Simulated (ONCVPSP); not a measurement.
Before and after: ONCV potential for Ho (Z = 67)

- Element: Ho
- Generator: ONCVPSP 4.0.1
- Type: optimised norm-conserving Vanderbilt (ONCV)
- Functional: PBE
- Relativity: scalar-relativistic
- Frozen core: [Kr] 4d10 4f10
- Valence charge: 11
- Reference configuration: 5s2 5p6 (charge +3)
- Partial waves: 5s: rc 2.15 bohr, ncon 5, nbas 9, qcut 4.6 1/bohr, 2 projectors, debl 1.6 Ha; 5p: rc 2.05 bohr, ncon 3, nbas 6, qcut 5.6 1/bohr, 2 projectors, debl 0.9 Ha; d scattering state at 0.18 Ha: rc 2.05 bohr, ncon 4, nbas 8, qcut 5.5 1/bohr, 2 projectors, debl 0.8 Ha; f scattering state at 0.09 Ha: rc 1.70 bohr, ncon 4, nbas 9, qcut 5.8 1/bohr, 3 projectors, debl 3.1 Ha
- Local potential: polynomial inside 1.30 bohr (lpopt 4, dvloc0 1 Ha)
- Core correction: Teter function, fcfact 3, rcfact 1.05

In the s channel the program set the typed energies aside and used -2.945, 0.050 Ha. In the p channel the program set the typed energies aside and used -2.003, 0.250 Ha. In the d channel the program set the typed energies aside and used 0.050, 0.850 Ha.

Change: s: rc 2.

Cutoffs: the cutoffs (Ha) at which the residual kinetic energy of the hardest occupied pseudo-wave falls to 1 and 0.1 mHa per electron; they do not see the model core or the augmentation charge, which bear on the density cutoff. Errors are all-electron minus pseudo energies relative to the spin-unpolarised reference configuration.

Predict the effect on cutoff, ghosts and configuration errors.

The potential gets harder (9.7 Ha and 41 Ha → 17 Ha and 53 Ha); both files keep a bound ghost (f); the number of tests with a reliable result goes from 3 to 1. A smaller radius makes the pseudo-wave follow the all-electron one further in, where it bends more sharply, so more plane waves are needed.

| quantity | base | changed |
| --- | --- | --- |
| cutoff, loose | 9.7 Ha | 17 Ha |
| cutoff, tight | 41 Ha | 53 Ha |
| loose cutoff by channel | s 9.7 Ha, p 7.7 Ha | s 17 Ha, p 7.7 Ha |
| bound ghosts | f | f |
| GHOST(+) flags under 300 eV | s at 113.6 eV | s at 132.9 eV |
| tests counted as reliable (solved cleanly; for ONCVPSP, near-neutral configurations with less than one 5d electron left out) | 3 of 4 | 1 of 4 |
| error for 5s2 5p6 5d1 6s1.5, meV [ΔE -36.67 eV] | +142 | +140 |
| p: phases at 2.08 bohr within 0.05 rad from the reference energy up to (Ha; the scan ends near 5) | to the end of the scan | to the end of the scan |
| d: phases at 2.08 bohr within 0.05 rad from the reference energy up to (Ha; the scan ends near 5) | to the end of the scan | to the end of the scan |
| f: phases at 1.73 bohr within 0.05 rad from the reference energy up to (Ha; the scan ends near 5) | to the end of the scan | to the end of the scan |
| rms error of d²Exc/dni dnj with the model core, mHa | 12.30 | 11.88 |

 A true bound ghost makes a file unfit for plane-wave use even where its test errors are small: the radial tests pick states by their node count and pass the ghost by.
